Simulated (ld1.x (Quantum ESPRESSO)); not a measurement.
# What one change does to a pseudopotential (Ag, TM)

silver (Ag), norm-conserving Troullier–Martins (Kleinman–Bylander form), made with ld1.x (Quantum ESPRESSO) 7.5 (LDA (PZ), fully relativistic). Core [Kr], reference 4d10 5s0.5 5p0.5. Waves: 5s (bound): rc 1.90 bohr; 5p (bound): rc 3.95 bohr; 4d (bound): rc 1.40 bohr. Local part: all-electron potential smoothed inside 2.20 bohr (lloc = -1). Core correction: none.

Open shells are filled in proportion to 2j + 1 (rel_dist='average').

All-electron outer shells of the reference configuration (LDA (PZ), scalar-relativistic, ld1.x):

```
shell  level (eV)  outermost node (bohr)  outermost maximum (bohr)
   4s      -96.13                   0.44                      0.82
   4p      -59.72                   0.44                      0.87
   4d       -8.69                   0.43                      1.04
   5s       -5.45                   1.11                      2.46
   5p       -1.43                   1.25                      3.58
```

Change: all radii scaled by about 0.74 (s 1.42, p 2.94, d 1.04 bohr); local potential all-electron potential smoothed inside 1.64 bohr (lloc = -1).

Cutoffs: the cutoffs (Ry, on a coarse ladder) from which the occupation-weighted sum of valence levels, in a spherical-Bessel basis at the reference potential, stays within 10 and 1 mRy of its value at 400 Ry; they do not see the model core or the augmentation charge, which bear on the density cutoff. Errors are all-electron minus pseudo energies relative to the spin-unpolarised reference configuration.

Q: How do hardness, ghosts and transferability respond?

A: The potential gets harder (80 Ry and 120 Ry → 110 Ry and 140 Ry); a bound ghost appears in s, which as a rule spoils a file; of the 7 tests that both files solve, the error grows in 3 and shrinks in 3 by more than 15 % and 0.3 meV (median size 9.1 → 14.8 meV). A smaller radius makes the pseudo-wave follow the all-electron one further in, where it bends more sharply, so more plane waves are needed.

```tsv
quantity	base	changed
cutoff, loose	80 Ry	110 Ry
cutoff, tight	120 Ry	140 Ry
loose cutoff by channel (10 mRy a level)	s 8 Ry, p 6 Ry, d 60 Ry	s 110 Ry, p 6 Ry, d 70 Ry
bound ghosts	none	s
error for 4d10 5s1 5p0, meV [ΔE -1.96 eV]	+1.0	+7.2
error for 4d10 5s0 5p0, meV [ΔE 6.14 eV]	-3.2	+15
error for 4d9 5s0 5p0, meV [ΔE 28.52 eV]	-30	+7.1
error for 4d9 5s1 5p0, meV [ΔE 11.42 eV]	-9.1	-21
error for 4d9 5s2 5p0, meV [ΔE 2.00 eV]	-44	+27
error for 4d10 5s0.5 5p0, meV [ΔE 1.22 eV]	-0.6	-0.5
error for 4d7 5s0 5p0, meV [ΔE 116.88 eV]	-715	-469
```

Base: These tests converged, but a pseudo level misses the all-electron one widely, so the file describes the atom poorly there or has found another state: 4d7 5s0 5p0: empty 5s by 6.7 eV (a node warning on the way). A true bound ghost makes a file unfit for plane-wave use even where its test errors are small: the radial tests pick states by their node count and pass the ghost by.
